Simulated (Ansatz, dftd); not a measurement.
Species: C2H4N, charge 0, doublet. C2H4N (SMILES [CH]=NC, doublet).
B3LYP-D3(BJ)/def2-TZVP minimum from Ansatz (a program for electronic structure):
```xyz
7

C      1.0759    -0.4011    -0.0139
N     -0.1232     0.3974     0.1557
C     -1.2726     0.1063    -0.1449
H      1.7804     0.1518    -0.6362
H      1.5399    -0.5489     0.9618
H      0.8639    -1.3706    -0.4709
H     -2.1415     0.7548     0.0087
```
Charge 0, spin multiplicity 2.

Quantity: atomisation energy (electronic, to ground-state atoms), in kcal/mol. Open shells are spin-unrestricted; no spin-orbit coupling. Cores are frozen in correlated methods. Rows without X2C or -DK are non-relativistic. CBS(X,Y): correlation extrapolated as X^-3, Hartree-Fock from the larger set. A bracket is a step between two methods taken in the basis named. Functionals run without relativity, which enters their misses. Double hybrids freeze cores in their MP2 part. '+ core + X2C': CCSD(T) terms for core correlation (cc-pwCVTZ) and scalar relativity (cc-pVTZ-DK). Where a partner has so few electrons that a lower coupled-cluster level is exact, that level stands in. The UHF reference of C2H4N ([CH]=NC, doublet) is spin-contaminated (<S^2> up to 0.07 over the pure value in the sets run).

Compared with CCSD(T)/CBS(cc-pVTZ,cc-pVQZ) + [CCSDT(Q) - CCSD(T)]/cc-pVDZ + core + X2C (Ansatz): 627.2 kcal/mol.

Costs are rough ratios of core time, to one figure, on one kind of shared machine, summed over the single points of the molecules; atoms, geometries and frequencies are left out. The first row took roughly 10 core seconds; short runs hold start-up time.

```json
[
 {"level": "r2SCAN-D3(BJ)/def2-TZVPD", "program": "Ansatz + dftd3", "cost relative to the first row": "1", "difference (kcal/mol)": "1.8"},
 {"level": "CAM-B3LYP-D4/def2-TZVPD", "program": "Ansatz + dftd4", "cost relative to the first row": "1", "difference (kcal/mol)": "6.0"},
 {"level": "B2PLYP/def2-TZVPD", "program": "Ansatz", "cost relative to the first row": "1", "difference (kcal/mol)": "-4.2"},
 {"level": "wB97M-V/def2-TZVPD", "program": "Ansatz", "cost relative to the first row": "1", "difference (kcal/mol)": "1.4"},
 {"level": "CCSD(T)/aug-cc-pVDZ", "program": "Ansatz", "cost relative to the first row": "3", "difference (kcal/mol)": "-49.1"},
 {"level": "CCSD(T)/cc-pVTZ", "program": "Ansatz", "cost relative to the first row": "9", "difference (kcal/mol)": "-20.6"},
 {"level": "CCSDT(Q)/cc-pVDZ", "program": "Ansatz", "cost relative to the first row": "50", "difference (kcal/mol)": "-54.2"}
]
```

The dearest row costs roughly 50 times the first. Costs within a factor of two don't rank. The table holds for this case alone.
